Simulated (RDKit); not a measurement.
Input for RDKit: UFF on H2 (SMILES [H][H]).

```python
from rdkit import Chem
from rdkit.Chem import AllChem, rdDetermineBonds

blocks = [
'''2

H     0.00000000    0.00000000    0.37198582
H    -0.00000000   -0.00000000   -0.37198582
''',
]
mol = None
for b in blocks:
    f = Chem.MolFromXYZBlock(b)
    rdDetermineBonds.DetermineBonds(f, charge=0)
    mol = f if mol is None else Chem.CombineMols(mol, f)
Chem.SanitizeMol(mol)
print(Chem.MolToSmiles(Chem.RemoveHs(mol)))
ff = AllChem.UFFGetMoleculeForceField(mol, vdwThresh=100.0, ignoreInterfragInteractions=False)
e = ff.CalcEnergy()
print(f'UFF energy {e:.6f} kcal/mol')
```

Program output:

```
[H][H]
UFF energy 0.613758 kcal/mol
```

The run finished.

Cost: about 0.020 core-seconds (a rough figure).
